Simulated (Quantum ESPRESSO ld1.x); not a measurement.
The numbers below are computed, except where a source is named.
Question: Fe+, 25 electrons, occupied as [Ar] 3d5 4s1.5 4p0.5 (fractional occupations, a model configuration). Code: ld1.x of Quantum ESPRESSO 7.5. Model: scalar-relativistic Kohn-Sham, PBEsol, spin-unpolarised, spherical densities, point nucleus. Some entries of the table are withheld. Estimate them.

orbital  occ.  eigenvalue (hartree)  <r^2> (bohr^2)
1s          2                   (1)        0.004602
2s          2              -30.7090         0.08428
2p          6              -26.2656         0.06827
3s          2              -4.02666          0.7485
3p          6                   (2)          0.8458
3d          5              -0.81796           1.355
4s        1.5              -0.53253           7.394
4p        0.5                   (3)           11.31

Answer: 
(1) 1s eigenvalue (hartree): -257.533
(2) 3p eigenvalue (hartree): -2.77567
(3) 4p eigenvalue (hartree): -0.32526
